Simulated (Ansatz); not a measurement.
A geometry relaxed with Ansatz (a program for electronic structure) with B3LYP-D3(BJ)/def2-TZVP, charge 0, multiplicity 1:

```xyz
14

H     -0.5161    -2.1425    -0.3413
C     -0.8974    -1.1311    -0.4952
H     -1.8488     1.3005     0.4228
H      1.9650     0.2817    -1.3023
C     -0.1869    -0.1071     0.3987
H     -0.3060     2.0271     0.8775
C     -0.7750     1.2973     0.2147
H     -1.9720    -1.1461    -0.2924
Si     1.6778    -0.1138     0.1004
H      2.3581     0.8447     1.0070
H     -0.7688    -0.8853    -1.5527
H     -0.6413     1.6476    -0.8123
H     -0.3302    -0.4055     1.4440
H      2.2416    -1.4675     0.3311
```

Task: Write the SMILES of this molecule.

Result: `CC(C)[SiH3]`
